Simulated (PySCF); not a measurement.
# Property card for `C([SiH2]/C=C\[SiH3])C`

C4H12Si2.
Atom-mapped SMILES: `[CH3:1][CH2:2][SiH2:3]/[CH:4]=[CH:5]\[SiH3:6]` (hydrogens: H7, H8, H9 on C1; H10, H11 on C2; H12, H13 on Si3; H14 on C4; H15 on C5; H16, H17, H18 on Si6)

Among its groups: C=C double bond, Si–H bond and C–Si bond.

**PBE0-D3(BJ)/def2-SVP geometry optimisation, gas phase (PySCF)**

```
Point group                  : C1
Rotational constants A, B, C : 2.914, 1.358, 1.078 GHz
```

**CAM-B3LYP/def2-SVPD ground state, ΔSCF and vertical TDDFT (core frozen in the response) (PySCF)**

```
Dipole moment                                                     : 0.85 D
HOMO energy                                                       : -9.04 eV
LUMO energy                                                       : 0.15 eV
HOMO–LUMO gap                                                     : 9.19 eV
Lowest singlet excitation                                         : 5.79 eV (214 nm, f = 0.006)
Strongest line among the 10 lowest singlet transitions            : S2 at 6.41 eV (193 nm, f = 0.384)
Lowest triplet excitation (Tamm–Dancoff)                          : 3.94 eV
Static isotropic polarisability                                   : 104.3 au
Vertical ionisation energy                                        : 9.68 eV
Electronic spatial extent ⟨r²⟩ about the centre of nuclear charge : 1203 bohr²
```

From PBE0/pcSseg-1 ground state and GIAO shieldings, non-relativistic (PySCF):

```
Lowest Hirshfeld atomic charge                              : -0.15 e on C2
Highest Hirshfeld atomic charge                             : +0.33 e on Si3
13C chemical shifts (computed TMS as zero) by class         : 157.1 (C4), 154.0 (C5), 10.6 (C1), 6.1 (C2) ppm
1H chemical shifts (computed TMS as zero) by class          : 7.17 (H14), 7.15 (H15), 4.40 (H12/H13), 4.25 (H16/H17/H18), 1.08 (H7/H8/H9), 0.65 (H10/H11) ppm
Isotropic shieldings of nuclei other than C and H, by class : 400 (Si3), 431 (Si6) ppm
Mayer bond orders between heavy atoms                       : C1–C2 1.05, C2–Si3 0.92, Si3–C4 0.88, C4–C5 1.95, C5–Si6 0.90
```

From delta-SCF UKS SCAN, pcX-2 on the ionised atom, pcseg-1 elsewhere, spin-free X2C; 2p3/2 from a spin–orbit splitting computed afterwards within the 2p shell (PySCF):

```
Core binding energies : Si2p3/2 106.2 (Si3), Si2p3/2 106.6 (Si6), C1s 289.9 (C4), C1s 290.0 (C5), C1s 290.1 (C2), C1s 290.6 (C1), Si1s 1846.0 (Si3), Si1s 1846.3 (Si6) eV
```

Monoisotopic mass from the formula: 116.0478 u.

The polarisability is 15.45 Å³ as a volume (1 au = 0.148185 Å³), or 1.63 au for each of the 64 electrons. The vertical singlet–triplet gap S1 − T1 is 1.85 eV (TDDFT singlet less Tamm–Dancoff triplet; S1: HOMO−1→LUMO, weight 0.89; T1: HOMO→LUMO, weight 0.76). The rotational constants make it an asymmetric top with κ = (2B − A − C)/(A − C) = -0.69, nearer the prolate limit (−1). The principal polarisabilities are 88.5, 99.8 and 124.5 au; their mean is the isotropic value.

 NMR classes are plain means over equivalent atoms (diastereotopic ones count apart unless rotation or inversion swaps them), as if these changed places fast; in this geometry the members of some classes differ.

Shape of the structure used: `[CH3:1][CH2:2][SiH2:3]/[CH:4]=[CH:5]\[SiH3:6]`: C1–C2–Si3–C4 62°, C2–Si3–C4–C5 -85°.

One conformer stands for the species.
